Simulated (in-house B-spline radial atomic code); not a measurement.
Configurations of the bromine ion Br³⁺, with energies counted from [Ar] 3d10 4s2 4p2. Computed with a B-spline radial code for spherical atoms: Dirac-Hartree-Fock, average of configuration, Fermi nucleus of rms radius 4.1629 fm. Energies include first-order Breit, QED and recoil terms.

Occupations are held fixed; configurations that lie above the ionisation limit could autoionise.

```csv
configuration,E - E(ref) (eV),highest orbital,its <r> (bohr)
[Ar] 3d10 4s2 4p1 5d1,31.578,5d5/2,5.285
[Ar] 3d10 4s2 4p1 7s1,36.767,7s1/2,9.618
[Ar] 3d10 4s2 4p1 7f1,40.75,7f5/2,16.36
[Ar] 3d10 4s1 4p2 5f1,50.49,5f5/2,7.475
[Ar] 3d10 4s1 4p2 5g1,50.777,5g9/2,6.852
[Ar] 3d9 4s2 4p2 4f1,103.93,4f5/2,4.171
[Ar] 3d9 4s2 4p2 8g1,114.62,8g7/2,21.44
```

**Question.** Order these further configurations by energy, lowest first.
A. [Ar] 3d9 4s2 4p2 7g1
B. [Ar] 3d10 4s1 4p2 5d1
C. [Ar] 3d10 4s2 4p1 6g1
D. [Ar] 3d10 4s1 4p2 6d1
E. [Ar] 3d10 4s2 4p1 7g1

**Answer.** C (39.249 eV), E (40.855 eV), B (45.67 eV), D (50.738 eV), A (113.57 eV).

**Question.** How far above the reference does [Ar] 3d9 4s2 4p2 7s1 lie?

**Answer.** 109.36 eV; its least bound orbital is 7s1/2 with <r> = 9.48 bohr.

**Question.** How far above the reference does [Ar] 3d10 4s2 4p1 8f1 lie?

**Answer.** 41.825 eV; its least bound orbital is 8f5/2 with <r> = 21.91 bohr.

**Question.** How far above the reference does [Ar] 3d10 4s1 4p2 4d1 lie?

**Answer.** 33.631 eV; its least bound orbital is 4d5/2 with <r> = 2.491 bohr.
